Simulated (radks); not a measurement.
Question: These are the eigenvalues of the occupied orbitals of an atom or ion with whole-number occupations (eV). Method: scalar-relativistic Kohn-Sham, exchange-only LDA, spin-polarised, spherical densities, finite nucleus; Fermi nuclear charge, rms radius of each element as measured or else 0.836 A^(1/3) + 0.57 fm; computed with a radial shooting solver on a logarithmic mesh with Libxc functionals.

1s up: -1805.789
1s down: -1805.532
2s up: -165.6164
2s down: -165.2221
2p up: -122.5469
2p down: -122.1300
3s up: -33.0393
4s up: -12.1789

Which element is it, and in what charge state? The configuration may be excited. Open shells, if any, are filled with parallel spins first.

Answer: Z = 14, silicon, charge +2: Si2+ in [Ne] 3s1 4s1. The list shows which subshells hold electrons but not how many an open one holds; the 1s level, -66.362 hartree, gives Z - s = 11.5 by -(Z - s)^2/2, which with screening and relativity narrows Z to a few neighbours, and the depths of the outer levels then fix element, charge and occupations together.
